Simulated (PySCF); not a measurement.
**Cd⁺: script and output**

Input:

```python
from pyscf import gto, scf, mp

mol = gto.M(
    atom='Cd 0 0 0',
    basis='def2-tzvpp',
    ecp={'Cd': 'def2-tzvpp'},
    charge=1,
    spin=1,
    verbose=4,
)
mf = scf.UHF(mol)
mf.kernel()
mp.MP2(mf).kernel()
mf.dip_moment()
print('orbital energies (hartree):', [e[max(0, n-3):n+3].round(4) for e, n in zip(mf.mo_energy, mol.nelec)])
```

```bash
$ python input.py
```

It prints (some set-up lines and the per-cycle HOMO/LUMO lines with their warnings removed):

```
PySCF version 2.14.0

[INPUT] Symbol           X                Y                Z      unit          X                Y                Z       unit  Magmom
[INPUT]  1 Cd     0.000000000000   0.000000000000   0.000000000000 AA    0.000000000000   0.000000000000   0.000000000000 Bohr   0.0

nuclear repulsion = 0
number of shells = 16
number of NR pGTOs = 81
number of NR cGTOs = 56
basis = def2-tzvpp
ecp = {'Cd': 'def2-tzvpp'}

******** <class 'pyscf.scf.uhf.UHF'> ********
method = UHF
initial guess = minao
damping factor = 0
level_shift factor = 0
DIIS = <class 'pyscf.scf.diis.CDIIS'>
SCF conv_tol = 1e-09
SCF max_cycles = 50
number electrons alpha = 10  beta = 9
init E= -154.078818132149

cycle= 1 E= -166.05493999816  delta_E=  -12  |g|= 1.58  |ddm|= 3.84
cycle= 2 E= -166.404939699679  delta_E= -0.35  |g|= 0.995  |ddm|= 1.61
cycle= 3 E= -166.613996550952  delta_E= -0.209  |g|= 0.0241  |ddm|= 0.512
cycle= 4 E= -166.614227045968  delta_E= -0.00023  |g|= 0.00322  |ddm|= 0.0569
cycle= 5 E= -166.614242249921  delta_E= -1.52e-05  |g|= 0.000662  |ddm|= 0.0212
cycle= 6 E= -166.614242857301  delta_E= -6.07e-07  |g|= 3.05e-05  |ddm|= 0.00528
cycle= 7 E= -166.614242857692  delta_E= -3.91e-10  |g|= 4.72e-06  |ddm|= 0.00011
Extra cycle  E= -166.614242857709  delta_E= -1.69e-11  |g|= 1.75e-06  |ddm|= 1.7e-05
converged SCF energy = -166.614242857709  <S^2> = 0.75117077  2S+1 = 2.0011704

******** <class 'pyscf.mp.ump2.UMP2'> ********
nocc = (np.int64(10), np.int64(9)), nmo = (56, 56)
E(UMP2) = -167.269774668438  E_corr = -0.655531810728967
E(SCS-UMP2) = -167.210548305278  E_corr = -0.596305447568441
E_corr(same-spin) = -0.219614683045753
E_corr(oppo-spin) = -0.435917127683214

WARN: System has nonzero charge 1; the dipole moment is origin-dependent.
Location of origin: [0. 0. 0.]

Dipole moment(X, Y, Z, Debye):  0.00000,  0.00000,  0.00000
orbital energies (hartree): [array([-1.0372, -1.0372, -0.578 , -0.1692, -0.1692, -0.1692]), array([-1.0313, -1.0313, -1.0313, -0.2605, -0.1224, -0.1224])]
```

In short: E(SCF) = -166.614243 Eh, 7 cycles, E(MP2) − E(SCF) = -0.65553 Eh, ⟨S²⟩ = 0.751.

Wall time 1.1 s on one thread of a shared host.

No search for the lowest solution was made.
